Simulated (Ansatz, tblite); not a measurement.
Removing and adding an electron: Sn24OH40. Total charge 0; singlet. Geometry: PBE-D4/def2-SVP, loosely relaxed. Ansatz, gas phase; energy differences of separate SCF runs; the oxidised species was run as a doublet alone; the reduced species was run as a doublet alone.

Cartesian coordinates in Å:
```
Sn -3.181 3.139 5.148
Sn 1.266 3.916 7.363
Sn 0.937 2.901 2.897
O -0.419 1.948 0.066
Sn 1.028 0.102 3.377
Sn -0.329 -0.272 5.862
Sn 2.315 1.524 -2.350
Sn -1.436 -0.536 -5.000
Sn 2.171 -3.002 -3.483
Sn -0.834 -1.561 -0.761
Sn 1.197 -2.761 -7.997
Sn -1.747 -5.213 -4.637
Sn -1.611 4.107 3.021
Sn 0.119 3.211 -1.638
Sn -0.254 -0.393 -7.555
Sn 2.664 3.827 4.932
Sn 2.923 0.468 0.281
Sn 3.246 -2.987 -6.087
Sn -3.043 0.342 5.410
Sn 0.472 1.310 8.067
Sn -2.203 0.733 0.169
Sn 0.289 -2.129 1.777
Sn 0.614 -0.675 -3.059
Sn -3.140 -2.770 -4.775
Sn 0.490 -5.193 -2.934
H -4.806 3.725 4.953
H -2.557 3.853 6.604
H 2.243 4.597 8.627
H -0.124 4.939 7.177
H 1.714 3.319 1.390
H 0.391 1.395 0.265
H 2.723 -0.202 3.693
H -0.233 -1.943 6.361
H 2.785 2.183 -3.912
H -2.368 0.909 -4.696
H 3.472 -2.984 -2.325
H -2.106 -2.701 -1.130
H 1.838 -2.810 -9.609
H 0.113 -4.105 -7.831
H -1.206 -5.617 -6.238
H -2.854 -6.461 -4.145
H -1.363 5.821 3.191
H -2.441 3.882 1.507
H 0.210 4.727 -0.778
H -1.475 3.170 -2.359
H 0.828 0.965 -7.602
H -1.453 -0.142 -8.787
H 3.342 5.369 4.504
H 3.982 2.704 5.075
H 4.315 1.504 0.677
H 3.813 -0.905 -0.446
H 4.282 -1.599 -6.230
H 4.226 -4.390 -6.382
H -4.080 -0.156 6.712
H -3.655 -0.402 3.964
H -0.839 1.384 9.211
H 1.807 0.535 8.866
H -2.542 0.920 1.872
H -3.258 1.801 -0.706
H -0.891 -3.085 2.641
H 1.713 -3.103 1.584
H -4.116 -2.588 -3.350
H -4.229 -2.818 -6.129
H -0.059 -5.009 -1.292
H 1.318 -6.719 -3.023
```

In the def2 sets Sn takes a core potential; there is no spin–orbit coupling. The xTB rows come from tblite. Single mean-field runs in def2-TZVP are fitted with def2-universal-jkfit.

**Question.** Estimate orbital energies and vertical ionisation energies and electron affinities at: GFN1-xTB; GFN2-xTB; PBE-D4/def2-TZVP; r2SCAN-D4/def2-TZVP; PBE0-D4/def2-TZVP.

**Answer.** 
| level | −HOMO (eV) | vertical IE (eV) | −LUMO (eV) | vertical EA (eV) | HOMO–LUMO gap (eV) | IE − EA (eV) | remarks |
| --- | --- | --- | --- | --- | --- | --- | --- |
| GFN1-xTB | 10.38 | 11.55 | 8.74 | 7.61 | 1.64 | 3.93 | loose geometry (+1 doublet), loose geometry (-1 doublet), loose geometry (singlet) |
| GFN2-xTB | 10.82 | 11.87 | 9.63 | 8.57 | 1.19 | 3.30 | loose geometry (+1 doublet), loose geometry (-1 doublet), loose geometry (singlet) |
| PBE-D4/def2-TZVP | 5.08 | 6.49 | 3.18 | 2.09 | 1.89 | 4.40 | loose geometry (+1 doublet), loose geometry (-1 doublet), loose geometry (singlet) |
| r2SCAN-D4/def2-TZVP | 5.22 | 6.54 | 3.06 | 1.97 | 2.16 | 4.57 | loose geometry (+1 doublet), loose geometry (-1 doublet), loose geometry (singlet) |
| PBE0-D4/def2-TZVP | 5.75 | 6.63 | 2.53 | 1.83 | 3.22 | 4.81 | loose geometry (+1 doublet), loose geometry (-1 doublet), loose geometry (singlet) |

   Raw xTB energy differences between charge states are shifted by several eV; the methods need an empirical correction for them. Sets without diffuse functions give affinities that are too small.
